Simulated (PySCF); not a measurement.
A calculated (wB97M-V, PySCF 2.14, aug-cc-pwCVTZ-DK with one added diffuse shell each of s, p, d, f, g type, scalar relativity by spin-free X2C-1e) atom or ion has these occupied shells.

| shell | electrons | orbital energy (eV) | rms radius, mean of both spins (bohr) |
| --- | --- | --- | --- |
| 1s β | 1 | -5407.9 | 0.0767 |
| 1s α | 1 | -5407.9 | 0.0767 |
| 2s α | 1 | -621.80 | 0.334 |
| 2s β | 1 | -620.43 | 0.334 |
| 2p α | 3 | -518.10 | 0.304 |
| 2p β | 3 | -517.01 | 0.304 |
| 3s α | 1 | -81.473 | 1.03 |
| 3s β | 1 | -77.843 | 1.03 |
| 3p α | 3 | -54.044 | 1.12 |
| 3p β | 3 | -49.922 | 1.12 |
| 3d α | 4 | -13.912 | 1.75 |

Q: Name the element and its charge.

A: V⁺ (vanadium, charge +1), in [Ar] 3d4, high-spin 5D determinant.
